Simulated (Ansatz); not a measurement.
Geometry optimisation, RKS PBE/6-31G* (Ansatz).

input.yaml

```yaml
crystal:
  periodic: [false, false, false]
  atoms:
    - { symbol: "N", position_ang: [-1.2243, -0.8565, -1.1231] }
    - { symbol: Si, position_ang: [-0.2622, -0.8293, 0.3385] }
    - { symbol: Cl, position_ang: [1.3371, -2.1091, 0.0389] }
    - { symbol: B, position_ang: [0.4674, 0.9756, 0.7026] }
    - { symbol: O, position_ang: [1.2162, 1.6524, -0.2987] }
    - { symbol: H, position_ang: [-0.6842, -0.4068, -1.9064] }
    - { symbol: H, position_ang: [-2.0159, -0.124, -0.9627] }
    - { symbol: H, position_ang: [-1.45855, -1.83057, -0.84396] }
    - { symbol: H, position_ang: [0.1218, 1.5121, 1.7672] }
    - { symbol: H, position_ang: [2.1474, 1.4146, -0.0263] }
basis:
  gaussian: { orbitals: "6-31G*" }
hamiltonian:
  xc: pbe
relax:
  f_tol: 0.02
  max_steps: 50
output:
  orbitals: {}
```

Command:

```bash
$ ansatz run input.yaml --threads 2 --pin off --max-ram 3072MiB --backend cpu --events-out ev --progress --plain --runs-dir out
```

Q: Where does it end, and by what steps?

A: The run converged. After 24 steps the energy has fallen by 3.315 eV; H9 moved furthest, 0.94 Å.

| step | energy less start (eV) | largest force component (eV/Å) | accepted |
| --- | --- | --- | --- |
| 0 | 0.0000 | 6.114 | yes |
| 1 | -1.2564 | 3.472 | yes |
| 2 | -2.0059 | 0.971 | yes |
| 3 | -2.2505 | 0.947 | yes |
| 4 | -2.3795 | 1.363 | yes |
| 5 | -2.5585 | 2.223 | yes |
| 6 | -2.7564 | 2.477 | yes |
| 7 | -2.9879 | 1.106 | yes |
| 8 | -3.1192 | 0.419 | yes |
| 9 | -3.1942 | 0.477 | yes |
| 10 | -3.2386 | 0.613 | yes |
| 11 | -3.2486 | 0.611 | yes |
| 12 | -3.2338 | 1.385 | no |
| 13 | -3.2804 | 0.220 | yes |
| 14 | -3.2893 | 0.292 | yes |
| 15 | -3.2983 | 0.311 | yes |
| 16 | -3.3008 | 0.227 | yes |
| 17 | -3.3070 | 0.225 | yes |
| 18 | -3.3100 | 0.172 | yes |
| 19 | -3.3125 | 0.106 | yes |
| 20 | -3.3137 | 0.084 | yes |
| 21 | -3.3141 | 0.049 | yes |
| 22 | -3.3144 | 0.030 | yes |
| 23 | -3.3145 | 0.021 | yes |
| 24 | -3.3146 | 0.012 | yes |

```xyz
10
Properties=species:S:1:pos:R:3
N -1.278 -0.774 -0.939
Si -0.068 -1.046 0.734
Cl 1.651 -1.570 -0.597
B 0.390 0.988 0.711
O 1.627 1.446 0.369
H -0.722 -0.445 -1.741
H -2.024 -0.088 -0.756
H -1.723 -1.659 -1.210
H -0.388 1.859 1.057
H 2.180 0.687 0.058
```

Whether the end is a true minimum wasn't checked by a vibrational analysis.

The run took 59 s on 2 threads of Arm Neoverse V1 (shared host), peak memory 0.18 GiB.
